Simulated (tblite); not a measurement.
C5H9O3 (doublet state).
Numbering: `[CH3:1][C:2](=[O:3])[O:4][C@H:5]([CH3:6])[CH:7][OH:8]` (hydrogens: H9, H10, H11 on C1; H12 on C5; H13, H14, H15 on C6; H16 on C7; H17 on O8)
Bond orders are those of one Lewis drawing.

Computed with GFN2-xTB (tblite), gas phase: L-BFGS steps from a force-field or distance-geometry start until the largest atomic force falls under 0.01 eV/Å.

Geometry at step 69:
```
atom  x, y, z in Å
C1      2.6415   -0.5398   -0.4786
C2      1.2699    0.0301   -0.7307
O3      0.9045    0.5551   -1.7565
O4      0.5032   -0.1268    0.3423
C5     -0.8895    0.3757    0.2478
C6     -1.2650    0.9460    1.6079
C7     -1.7681   -0.7096   -0.2137
O8     -1.8676   -1.0485   -1.5269
H9      2.5326   -1.5711   -0.1549
H10     3.1277    0.0216    0.3156
H11     3.2481   -0.4942   -1.3758
H12    -0.8438    1.1814   -0.4976
H13    -2.1221    1.6045    1.4931
H14    -0.4288    1.5067    2.0237
H15    -1.5441    0.1566    2.2987
H16    -2.1408   -1.4574    0.4598
H17    -1.3648   -0.4181   -2.0640
```

**Question.** What forces act on the atoms?

**Answer.** 
```
atom  Fx (eV/Å)  Fy (eV/Å)  Fz (eV/Å)
  C1      0.020     -0.020     -0.020
  C2     -0.012      0.038     -0.017
  O3      0.033     -0.151      0.116
  O4     -0.003      0.104     -0.021
  C5      0.057      0.012      0.000
  C6     -0.083     -0.051      0.020
  C7     -0.095      0.102      0.023
  O8      0.083      0.067      0.054
  H9      0.034     -0.020      0.036
 H10     -0.032     -0.006      0.022
 H11     -0.028      0.033     -0.085
 H12     -0.028      0.017     -0.065
 H13      0.037      0.041     -0.009
 H14     -0.094     -0.042     -0.061
 H15      0.115     -0.074      0.017
 H16     -0.026     -0.038     -0.003
 H17      0.020     -0.012     -0.009
```

The largest, 0.19 eV/Å, acts on O3; the rms over all components is 0.056 eV/Å. The forces sum to zero within rounding, as they must for an isolated molecule in no field.

**Question.** Give the force on O3 in Eh/bohr and in nN.

**Answer.** 0.193 eV/Å ÷ 51.422 = 0.00376 Eh/bohr, and 0.193 eV/Å × 1.602 = 0.31 nN.

**Question.** How far is this geometry from the end of the optimisation?

**Answer.** 0.082 eV above it, and 0.222 Å rms away after alignment. The bonds farthest from their final lengths, with half the difference of the two atoms' forces along the bond (positive lengthens):

```json
{"bond": "O4–C5", "now (Å)": "1.484", "final (Å)": "1.499", "force along bond (eV/Å)": "-0.04"}
{"bond": "C2–O4", "now (Å)": "1.328", "final (Å)": "1.319", "force along bond (eV/Å)": "-0.01"}
{"bond": "O8–H17", "now (Å)": "0.969", "final (Å)": "0.978", "force along bond (eV/Å)": "-0.02"}
{"bond": "C7–O8", "now (Å)": "1.360", "final (Å)": "1.355", "force along bond (eV/Å)": "-0.02"}
{"bond": "C5–C7", "now (Å)": "1.471", "final (Å)": "1.467", "force along bond (eV/Å)": "+0.01"}
{"bond": "C5–C6", "now (Å)": "1.522", "final (Å)": "1.518", "force along bond (eV/Å)": "+0.01"}
```

The angle farthest from its final value is O4–C5–C7, 109.3° against 112.4°.

The cost below is that of the whole relaxation. Hardware: one thread of an Arm Neoverse V2, no GPU, on a shared host. Cost: 0.53 s of wall time.
